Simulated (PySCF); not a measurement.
# Basis-set dependence of the ionisation energy of Nd²⁺

Nd²⁺ [Xe] 4f4 (high-spin determinant) → Nd³⁺ [Xe] 4f3 (high-spin determinant). All values are computed (PySCF 2.14, energy differences of UHF-based or UKS calculations, no spin-orbit coupling). Values in eV.

```json
{"basis": "cc-pVDZ-X2C", "Hamiltonian": "spin-free X2C", "functions": "84", "UHF": "19.900", "PBE": "23.187", "PBE0": "22.656", "MP2 (valence)": "21.316"}
{"basis": "ANO-RCC-VTZP", "Hamiltonian": "spin-free X2C", "functions": "104", "UHF": "19.928", "PBE": "23.295", "PBE0": "22.734", "MP2 (valence)": "21.679"}
{"basis": "x2c-TZVPPall", "Hamiltonian": "spin-free X2C", "functions": "113", "UHF": "19.808", "PBE": "23.224", "PBE0": "22.648", "MP2 (valence)": "21.456"}
{"basis": "cc-pVTZ-X2C", "Hamiltonian": "spin-free X2C", "functions": "145", "UHF": "19.862", "PBE": "n/a", "PBE0": "n/a", "MP2 (valence)": "n/a"}
{"basis": "cc-pwCVTZ-X2C", "Hamiltonian": "spin-free X2C", "functions": "186", "UHF": "19.856", "PBE": "23.259", "PBE0": "22.684", "MP2 (valence)": "21.630"}
```

Frozen in the all-electron rows: valence: [Kr] 4d10.

Both determinants mix LS terms of the configuration, so the numbers do not refer to single terms.

Between the lowest levels the reference is 22.09 ± 0.04 eV (semi-empirical (NIST evaluation); NIST Atomic Spectra Database, ionization energies); it includes spin-orbit coupling, which these numbers lack.
